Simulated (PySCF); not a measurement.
## Nuclear quadrupole coupling in `CCC(=O)O[Si@H]([SiH3])C[SiH3]`

C₄H₁₄O₂Si₃.
Geometry (GFN2-xTB, Å), atoms numbered from 1 in this order:
```
atom  x, y, z in Å
C1    -4.0606    0.0376    0.1552
C2    -2.7847   -0.1613    0.9600
C3    -1.5499    0.2588    0.1955
O4    -1.5754    0.7300   -0.9167
O5    -0.4420    0.0599    0.8665
Si6    1.0993    0.4665    0.2816
Si7    0.8526    1.2317   -1.8779
C8     2.0806   -1.1379    0.5492
Si9    3.9502   -0.9019    0.3488
H10   -4.9274   -0.2491    0.7450
H11   -4.1610    1.0792   -0.1380
H12   -4.0342   -0.5646   -0.7493
H13   -2.8094    0.4226    1.8836
H14   -2.6568   -1.2083    1.2452
H15    1.4642    1.4146    1.3466
H16    0.1325    2.4985   -1.9819
H17    2.2100    1.5074   -2.3984
H18    0.2874    0.2413   -2.7953
H19    1.8734   -1.5337    1.5442
H20    1.7454   -1.9008   -0.1555
H21    4.6347   -2.1703    0.6233
H22    4.2438   -0.4697   -1.0175
H23    4.4225    0.1080    1.2960
```

Field gradients from the PBE0/pcSseg-1 density (PySCF, non-relativistic), principal values in atomic units, ordered |Vxx| ≤ |Vyy| ≤ |Vzz|:

```json
{"atom": "O4", "Vxx": "0.6708", "Vyy": "0.8048", "Vzz": "-1.4756"}
{"atom": "O5", "Vxx": "-0.5869", "Vyy": "-0.7508", "Vzz": "1.3377"}
```

Q: Find the asymmetry η = (Vxx − Vyy)/Vzz and the couplings χ = eQV/h (234.96 MHz × Q in barn × V in au), with Q(17O) = −0.0256 b.

A: 
| atom | environment | nucleus | η | χzz (MHz) | χxx (MHz) | χyy (MHz) |
| --- | --- | --- | --- | --- | --- | --- |
| O4 | carbonyl oxygen | 17O | 0.09 | 8.88 | -4.03 | -4.84 |
| O5 | oxygen singly bound to a carbonyl carbon | 17O | 0.12 | -8.05 | 3.53 | 4.52 |

Q: What is Vzz at O5 in SI units (1 au = 9.71736 × 10²¹ V/m²)?

A: 1.3377 au = 12.999 × 10²¹ V/m².

Q: And the gradient at the other heavy atoms, for which no coupling is worked out here?

A: 
| atom | environment | Vzz (au) | η |
| --- | --- | --- | --- |
| C1 | methyl carbon | 0.096 | 0.17 |
| C2 | sp3 carbon next to a carbonyl | 0.089 | 0.04 |
| C3 | carbonyl carbon | 0.448 | 0.85 |
| Si6 | oxygen-bound silicon | 0.793 | 0.36 |
| Si7 | SiH3 silicon | -0.155 | 0.78 |
| C8 | sp3 carbon bound to silicon | -0.055 | 0.26 |
| Si9 | SiH3 silicon | 0.125 | 0.12 |

Q: What couplings would deuterons (Q(2H) = 0.00286 b) have in place of the hydrogens, at this geometry?

A: 
```
atom  bonded to  bond length (Å)  Vzz (au)     η  χzz (kHz)
 H10         C1            1.087    0.3164  0.02        213
 H11         C1            1.087    0.3143  0.04        211
 H12         C1            1.087    0.3145  0.04        211
 H13         C2            1.093    0.3012  0.03        202
 H14         C2            1.093    0.3015  0.03        203
 H15        Si6            1.472    0.1554  0.03        104
 H16        Si7            1.461    0.1679  0.03        113
 H17        Si7            1.480    0.1520  0.02        102
 H18        Si7            1.464    0.1659  0.03        112
 H19         C8            1.091    0.3187  0.02        214
 H20         C8            1.091    0.3176  0.02        213
 H21        Si9            1.467    0.1601  0.01        108
 H22        Si9            1.463    0.1622  0.02        109
 H23        Si9            1.463    0.1629  0.02        109
```

One conformer (not necessarily the lowest) at the GFN2-xTB geometry, without solvent, vibrations or thermal averaging. GFN2-xTB bond lengths can be off by several hundredths of an ångström, more for odd bonds, and the gradients follow them. The basis is small and wasn't made for field gradients, so the couplings can be 20 % off.
